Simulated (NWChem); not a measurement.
System meant: InHSCl₂; SMILES [SH][In]([Cl])[Cl]

The following NWChem deck was run.

```
start job
memory heap 200 mb stack 900 mb global 1100 mb
geometry units angstroms noautoz
  In     0.009292     0.001245     0.000392
  Cl     0.890903    -2.155524    -0.000614
  Cl    -2.318228     0.202591     0.000434
  S      1.396605     1.933449     0.001458
  H      0.324883     2.759672     0.001811
end
basis spherical
  * library def2-svp
end
dft
  xc pbe0
  iterations 150
  mulliken
end
task dft energy
```

End of the output:

```
             Grid Information
             ----------------
          Grid used for XC integration:  medium
          Radial quadrature: Mura-Knowles
          Angular quadrature: Lebedev.
          Tag              B.-S. Rad. Rad. Pts. Rad. Cut. Ang. Pts.
          ---              ---------- --------- --------- ---------
          In                  1.55      123           9.0       590
          Cl                  1.00       88          12.0       590
          S                   1.00       88          10.0       590
          H                   0.35       45          11.0       434
          Grid pruning is: on
          Number of quadrature shells:   432
          Spatial weights used:  Erf1

          Convergence Information
          -----------------------
          Convergence aids based upon iterative change in
          total energy or number of iterations.
          Levelshifting, if invoked, occurs when the
          HOMO/LUMO gap drops below (HL_TOL):  1.00D-02
          DIIS, if invoked, will attempt to extrapolate
          using up to (NFOCK): 10 stored Fock matrices.

                    Damping( 0%)  Levelshifting(0.5)       DIIS
                  --------------- ------------------- ---------------
          dE  on:    start            ASAP                start
          dE off:    2 iters        150 iters           150 iters

      Screening Tolerance Information
      -------------------------------
          Density screening/tol_rho:  1.00D-10
          AO Gaussian exp screening on grid/accAOfunc:  14
          CD Gaussian exp screening on grid/accCDfunc:  20
          XC Gaussian exp screening on grid/accXCfunc:  20
          Schwarz screening/accCoul:  1.00D-08

      Superposition of Atomic Density Guess
      -------------------------------------

      charge =      49.0 In (Indium)

      symmetry species            s     p     d     f
      number of basis functions =10     7     6
      number of cont. functions = 4     4     2
      number of closed shells   = 5     3     2
      number of open shells     = 0     1     0
      open shell occupation     = 0     1     0
 ------------------------------------------------------------------------
 atomscf:atomd: error in atom scf                   0
 ------------------------------------------------------------------------
 ------------------------------------------------------------------------
  current input line :
    18: task dft energy
 ------------------------------------------------------------------------
 ------------------------------------------------------------------------
 This error has not yet been assigned to a category
 ------------------------------------------------------------------------
 For more information see the NWChem manual at https://nwchemgit.github.io

0:atomscf:atomd: error in atom scf:Received an Error in Communication
```

Can this run be used? If not, why, and what is the fix?

The program stopped with an error. Cause: the def2 basis of a heavy element holds valence functions alone and wants its effective core potential (without it all electrons must fit into that basis). This input runs:
```
start job
memory heap 200 mb stack 900 mb global 1100 mb
geometry units angstroms noautoz
  In     0.009292     0.001245     0.000392
  Cl     0.890903    -2.155524    -0.000614
  Cl    -2.318228     0.202591     0.000434
  S      1.396605     1.933449     0.001458
  H      0.324883     2.759672     0.001811
end
basis spherical
  In library def2-svp
  Cl library def2-svp
  S library def2-svp
  H library def2-svp
end
ecp
  In library def2-ecp
end
dft
  xc pbe0
  iterations 150
  mulliken
end
task dft energy
```
It converges to -1508.60573 Ha (PBE0/def2-SVP with def2 effective core potentials on In).
